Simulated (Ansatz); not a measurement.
C2H6OSSi, SMILES `[SiH3]O/C=C\S`. The species carries charge 0 and has multiplicity 1. Geometry: relaxed with PBE0-D4/def2-TZVP. It is one conformer, not always the lowest.

```xyz
11

Si    1.242   -0.104   -1.511
O     0.109   -0.347   -0.328
C    -0.253    0.583    0.592
C    -1.156    0.329    1.533
S    -2.013   -1.170    1.767
H     2.561    0.213   -0.905
H     0.834    1.024   -2.390
H     1.298   -1.372   -2.270
H     0.226    1.557    0.530
H    -1.410    1.107    2.240
H    -1.439   -1.819    0.741
```

Question: What is the dipole moment at r2SCAN/def2-TZVPP? (Estimate.)

Answer: Ansatz gave: 1.82 D, with components (1.24, 0.92, -0.98) D in this frame, pointing from negative to positive charge.

Question: And with PBE, B3LYP, ωB97M-V? (Estimate.)

Answer: The calculation gave: PBE 1.74 D, B3LYP 1.82 D, ωB97M-V 1.85 D.

Question: Give the Mulliken charges with r2SCAN, B3LYP, ωB97M-V in def2-TZVPP. (Best estimate.)

Answer: The calculation gave: 
```
atom  r2SCAN  B3LYP  ωB97M-V
 Si1    0.43   0.41     0.30
  O2   -0.36  -0.34    -0.36
  C3    0.06   0.04     0.05
  C4   -0.09  -0.11    -0.14
  S5   -0.12  -0.12    -0.11
  H6   -0.07  -0.06    -0.03
  H7   -0.07  -0.06    -0.03
  H8   -0.06  -0.06    -0.02
  H9    0.08   0.10     0.10
 H10    0.09   0.11     0.10
 H11    0.11   0.11     0.12
```

B3LYP here is the variant with VWN-RPA as its local correlation; programs differ in this.
